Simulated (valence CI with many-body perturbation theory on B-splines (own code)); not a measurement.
**Sensitivity of CI+MBPT for Bi LXXIX**

Calculated by valence CI with perturbative core correlation (CI+MBPT): three valence electrons over a frozen Dirac-Fock core [He], a basis of 6 s, 6 p, 5 d, 3 f, 1 g functions for each j, with the one-electron correlation potential Σ1 (screened to all orders), the two-electron term Σ2, the three-electron term Σ3, Breit, model QED; selected single and double excitations, second order for the rest (own B-spline code, finite nucleus).

No measured spectrum was set against this ion. As an estimate, large intervals hold to a few tenths of a per cent, small ones and those within an open d or f shell to about a per cent.

The reference run has the lowest level (2s^2 2p1/2) J=1/2 and an ionisation energy of 24633.5 eV. Its largest variational space holds 3175 state functions.

Levels are named by their leading jj configuration (3d3/2^4 stands for four electrons in 3d with j = 3/2), which in mixed levels can hold well under half, so a name can repeat and another be missing. Letters in brackets count levels of one name in rising energy.

Changed runs:
A. scale of Σ1 1 → 0.8
B. box radius (bohr) 0.73884 → 1.52
C. natural orbitals for correlation on → off; Davidson tolerance 2e-05 → 0.0003
D. box radius (bohr) 0.73884 → 0.3 (bad on purpose)

Excitation energies of the reference run in Ry, and shifts in cm⁻¹:

```csv
Level,Reference,A,B,C,D
(2s 2p1/2^2) J=1/2,24.53,+692,-6.9,+1576,+59
(2s^2 2p3/2) J=3/2,183.12,-496,-12,-2704,+183
(2s 2p1/2 2p3/2) J=3/2 [a],200.53,+186,-17,-4896,+135
(2s 2p1/2 2p3/2) J=5/2,203.67,+187,-18,-3072,+6.5
(2s 2p1/2 2p3/2) J=1/2,210.10,+187,-18,-759,+162
(2s 2p1/2 2p3/2) J=3/2 [b],210.20,+186,-18,+262,+116
(2p1/2^2 2p3/2) J=3/2,235.43,+863,-22,+1979,+245
(2s 2p3/2^2) J=5/2,384.96,-324,-28,-6090,+274
(2s 2p3/2^2) J=1/2,394.40,-326,-29,-1209,+518
(2s 2p3/2^2) J=3/2,394.44,-324,-29,-1607,+361
(2p1/2 2p3/2^2) J=3/2,414.20,+372,-32,-3960,+322
(2p1/2 2p3/2^2) J=5/2,415.84,+372,-32,-1555,+202
Ionisation energy (eV),24633.5,-0.13,-0.002,-1.2,-0.024
```
